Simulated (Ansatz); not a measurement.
`[O]=[Ta]([OH])([F])[F]`, 6 atoms. The species carries charge 0 and has multiplicity 1. Correlated methods include outer-core shells of Ta, which these sets cover unevenly. Ta: def2 effective core potential. All runs use 4 threads of a server CPU on a shared host. Correlated methods freeze the cores.

Q: How many basis functions does each run have, and how long does it take in Ansatz? RHF-CCSD(T)/def2-SVP energy; RKS r2SCAN0-D4/def2-TZVPP energy; RKS PBE0-D4/def2-TZVPP energy; RKS PBE0-D4/def2-TZVP relaxation (6 steps); RKS B97M-V/def2-TZVPP energy; direct RPA on PBE orbitals/def2-TZVPP energy; RKS ωB97M-V/def2-TZVPP energy and forces; RKS PBE0-D4/def2-TZVP frequencies; RHF-CCSD(T)/def2-TZVPP energy; RHF-MP2/def2-QZVPP energy; RKS PBE0-D4/def2-QZVPP energy; RKS ωB97M-V/def2-QZVPP energy. (Estimate.)

A: The calculation gave: Other jobs shared the machine, so times are rough.

| level | job | functions | wall time | peak host memory (GiB) |
| --- | --- | --- | --- | --- |
| RKS PBE0-D4/def2-TZVPP | energy | 194 | 0.8 s | 0.42 |
| RKS r2SCAN0-D4/def2-TZVPP | energy | 194 | 1.2 s | 0.46 |
| RHF-CCSD(T)/def2-SVP | energy | 93 | 1.3 s | 0.38 |
| direct RPA on PBE orbitals/def2-TZVPP | energy | 194 | 1.6 s | 0.44 |
| RKS PBE0-D4/def2-QZVPP | energy | 339 | 1.6 s | 0.86 |
| RKS B97M-V/def2-TZVPP | energy | 194 | 2 s | 0.33 |
| RKS ωB97M-V/def2-TZVPP | energy and forces | 194 | 2.7 s | 0.57 |
| RHF-MP2/def2-QZVPP | energy | 339 | 3.2 s | 1.3 |
| RKS ωB97M-V/def2-QZVPP | energy | 339 | 3.7 s | 1.1 |
| RKS PBE0-D4/def2-TZVP | relaxation (6 steps) | 170 | 5.5 s | 0.39 |
| RHF-CCSD(T)/def2-TZVPP | energy | 194 | 12 s | 1.9 |
| RKS PBE0-D4/def2-TZVP | frequencies | 170 | 14 s | 0.38 |
